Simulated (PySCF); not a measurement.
thioethanol (C$_{2}$H$_{6}$S), singlet, geometry from GFN2-xTB. Base run: CASSCF(6,6)/6-31G* (PySCF).

PySCF was given this input:
```python
from pyscf import gto, scf, mcscf
import numpy

mol = gto.Mole()
mol.atom = '''
    C     1.520616    0.691102   -0.005370
    C     0.011604    0.831165    0.003177
    S    -0.761806   -0.837889    0.000775
    H    -2.020391   -0.404145    0.009138
    H    -0.330410    1.349655    0.898847
    H    -0.339868    1.356605   -0.884748
    H     1.984528    1.675249   -0.003995
    H     1.855539    0.144186    0.873179
    H     1.846181    0.151063   -0.891656
'''
mol.basis = '6-31g*'
mol.charge = 0
mol.spin = 0
mol.verbose = 4
mol.build()

mf = scf.RHF(mol)
mf.kernel()
mc = mcscf.CASSCF(mf, 6, 6)
mc.fix_spin_(ss=0.0)
mc.kernel()
occ = numpy.linalg.eigvalsh(mc.fcisolver.make_rdm1(mc.ci, mc.ncas, mc.nelecas))[::-1]
ss = mc.fcisolver.spin_square(mc.ci, mc.ncas, mc.nelecas)[0]
print('natural occupations', occ.round(4), ' <S^2>', round(ss, 4))
```

The base run was repeated with changes; each row names its change, and settings that it needs were set with it.

| change | ΔE vs base (mEh) | natural occupations | <S^2> of the state | core-seconds (rough) |
|---|---|---|---|---|
| base | 0.000 | 1.99 1.97 1.97 0.03 0.02 0.01 | 0.00 | 30 |
| active space = 6 electrons, 8 orbitals | -27.621 | 1.98 1.97 1.96 0.03 0.02 0.01 0.01 0.01 | 0.00 | 20 |
| fix_spin_ = off | 0.000 | 1.99 1.97 1.97 0.03 0.02 0.01 | 0.00 | 20 |
| active space = 8 electrons, 6 orbitals | 10.615 | 2.00 2.00 1.98 1.97 0.03 0.02 | 0.00 | 20 |
| correction = SC-NEVPT2 | -348.2 | 1.99 1.97 1.97 0.03 0.02 0.01 | 0.00 | 30 |
| orbitals = fixed (CASCI) | 39.092 | 2.00 2.00 1.99 0.01 0.01 0.00 | 0.00 | 1 |
| active space = 4 electrons, 5 orbitals | 9.979 | 1.98 1.97 0.03 0.01 0.01 | 0.00 | 10 |
| state_average = 2 states | 13.470 | - | - | 8 |
| active space = 2 electrons, 3 orbitals | 37.295 | 1.99 0.01 0.00 | 0.00 | 4 |
| solver = newton | -0.001 | 1.99 1.97 1.97 0.03 0.02 0.01 | 0.00 | 10 |
| start = MP2 natural orbitals | 3.217 | 1.99 1.98 1.97 0.03 0.02 0.01 | 0.00 | 6 |

Active orbitals are taken around the Fermi level unless the row says otherwise; CASSCF can end in different local minima, and two programs can end on different orbitals. State-averaged rows give the lowest state.
